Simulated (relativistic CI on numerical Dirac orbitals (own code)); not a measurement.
**Level scheme of Rb²⁰⁺**

These numbers are calculated, not measured: Dirac-Coulomb-Breit CI, orbitals from a KLI potential per configuration, model QED (radiative potential, 1s self-energy scaled to tabulated hydrogen-like ionisation energies), unscaled Slater integrals (own radial code, finite nucleus).

Configuration list (outside the closed core [Ne]): 3s2 3p5, 3s 3p6, 3s2 3p4 3d, 3s 3p5 3d, 3p6 3d, 3s 3p4 3d2, 3s2 3p3 3d 4p, 3s2 3p4 4s, 3p6 4s, 3p6 4p, 3s 3p4 3d 4s, 3s2 3p4 4p, 3s2 3p4 4d, 3s 3p5 4s, 3s2 3p4 4f, 3s 3p5 4p, 3p5 3d 4p, 3s 3p5 4d, 3s 3p5 4f, 3s2 3p4 5s, 3s2 3p4 5p, 3s2 3p4 5d, 3s2 3p3 4s 4p, 3s2 3p4 5f, 3s2 3p4 5g, 3s 3p4 4s2, 3s 3p5 5s, 3s 3p5 5p, 3s2 3p3 3d2, 3s2 3p2 3d3, 3s 3p3 3d3, 3s2 3p2 3d2 4s, 3s2 3p2 3d2 4p, 3s2 3p2 3d2 4d, 3p5 3d2, 3p4 3d3, 3p4 3d2 4s, 3p4 3d2 4p, 3p4 3d2 4d, 3s2 3p3 3d 4s, 3s 3p3 3d2 4s, 3s2 3p2 3d 4s2, 3s2 3p2 3d 4s 4p, 3s2 3p2 3d 4s 4d, 3p5 3d 4s, 3p4 3d 4s2, 3p4 3d 4s 4p, 3p4 3d 4s 4d, 3s2 3p3 4s2, 3s 3p3 3d 4s2, 3s2 3p2 4s2 4p, 3s2 3p2 4s2 4d, 3s2 3p3 4p2, 3s2 3p2 3d 4p2, 3s 3p3 3d 4p2, 3s2 3p2 4s 4p2, 3s2 3p2 4p3, 3s2 3p2 4p2 4d. Double excitations out of closed p, d and f shells are left out; levels of such configurations are missing from the list, as are those of other unlisted configurations, and high levels can miss mixing partners. These lack a partner that the ground configuration has and come out too high: 3s2 3p4 4f, 3s 3p5 4p, 3s 3p5 4d, 3s 3p5 4f, 3s2 3p4 5s.

The lowest level is 3s2 3p5 2P°_3/2, with 97 % of that term; Hund's rules for 3s2 3p5 give 2P° with J = 3/2, in agreement.

```csv
No.,Configuration,Term,J,E (cm⁻¹),%,Landé g,Lifetime (s)
1,3s2 3p5,2P°,3/2,0,97,1.332,
2,3s2 3p5,2P°,1/2,100072,97,0.663,5.56e-05
3,3s 3p6,2S,1/2,600786,70,2.002,7.27e-11
4,3p4(3P) 3d,4D,5/2,730899,76,1.333,2.23e-08
5,3p4(3P) 3d,4D,3/2,732834,67,1.179,8.51e-09
6,3p4(3P) 3d,4D,7/2,740494,78,1.382,2.27e-03
7,3p4(3P) 3d,4D,1/2,745516,55,0.478,2.59e-09
8,3p4(3P) 3d,4F,9/2,781215,80,1.291,4.43e-03
9,3p4(3P) 3d,2F,7/2,790706,38,1.113,3.91e-03
10,3p4(1S) 3d,2D,3/2,808548,46,0.990,8.12e-10
11,3p4(1D) 3d,2P,1/2,813895,62,0.423,1.80e-09
12,3p4(3P) 3d,4P,1/2,824236,84,2.396,1.06e-10
13,3p4(3P) 3d,4F,5/2,835416,79,1.061,3.85e-10
14,3p4(3P) 3d,4F,3/2,842024,46,0.988,3.26e-10
15,3p4(1D) 3d,2D,3/2,844810,44,0.951,4.20e-10
16,3p4(3P) 3d,4P,5/2,853619,49,1.325,6.16e-10
17,3p4(3P) 3d,4F,7/2,864619,50,1.199,8.59e-05
18,3p4(1D) 3d,2P,3/2,881713,42,1.372,3.55e-09
19,3p4(1D) 3d,2D,5/2,889157,57,1.247,5.85e-10
20,3p4(1D) 3d,2G,7/2,890461,57,0.999,1.00e-04
21,3p4(1D) 3d,2G,9/2,902556,80,1.150,9.06e-05
22,3p4(3P) 3d,2F,5/2,905120,80,0.975,8.96e-10
23,3p4(1D) 3d,2F,5/2,938362,63,0.992,4.44e-10
24,3p4(1D) 3d,2F,7/2,963022,90,1.139,5.20e-05
25,3p4(1S) 3d,2D,3/2,1000121,66,0.838,2.81e-11
26,3p4(1D) 3d,2S,1/2,1030793,64,1.939,2.68e-12
27,3p4(1S) 3d,2D,5/2,1051453,72,1.182,1.41e-11
28,3p4(3P) 3d,2P,3/2,1068419,69,1.192,3.33e-12
29,3p4(3P) 3d,2D,5/2,1072367,88,1.184,3.40e-12
30,3p4(3P) 3d,2P,1/2,1105012,91,0.752,3.41e-12
```

Energies count from the lowest computed level; ° marks odd parity; lifetimes are radiative, by E1, M1, E2, M2, E3 decay to levels of this space only. Percentages are summed over parent terms; the parents shown are those of the largest component, closed shells are left out there.

The mean weight of the leading LS term, summed over parents, in these 30 levels is 68 %, and that of the leading jj configuration (from the same eigenvectors) 67 %.

At this charge energies of transitions that change n are usually good to better than 1 %, and those within a shell (Δn = 0) to a few per cent.

LS names give the leading component of a level, which can be under half, so a name can repeat, a term be missing and a line seem to break the LS rules.
